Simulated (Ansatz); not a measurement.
System: C3 (charge 0, singlet). 
Geometry from a B3LYP-D3(BJ)/def2-TZVP (Ansatz, a first-principles code) optimisation:
```
C
C 1 1.2873
C 1 1.2873 2 180.00
```
Charge 0, spin multiplicity 1.

Wanted: atomisation energy (electronic, to ground-state atoms), in kcal/mol. Cores are frozen in the correlated levels unless marked. Open shells are spin-unrestricted. Spin-orbit coupling is left out. Non-relativistic. The coupled-cluster limit lacks core correlation, which all-electron functionals hold. Basis-set limits of correlation are two-point, X^-3; Hartree-Fock from the larger set.

```
level                           program  atomisation energy (kcal/mol)
-----------------------  --------------  -----------------------------
r2SCAN0/def2-TZVPD               Ansatz                          303.4
HSE06-D3(BJ)/def2-TZVPD  Ansatz + dftd3                          324.3
LC-wPBE-D4/def2-TZVPD    Ansatz + dftd4                          310.1
wB97X/def2-TZVPD                 Ansatz                          313.6
MP2/cc-pwCVTZ                    Ansatz                          323.1
SCS-MP2/6-31G                    Ansatz                          271.9
SCS-MP2/aug-cc-pVTZ              Ansatz                          317.1
```

Task: Estimate the value at CCSD(T)/CBS(aug-cc-pVTZ,aug-cc-pVQZ) as computed with Ansatz.

Result: 318.6 kcal/mol, so SCS-MP2/aug-cc-pVTZ differs from it by -1.5 kcal/mol.
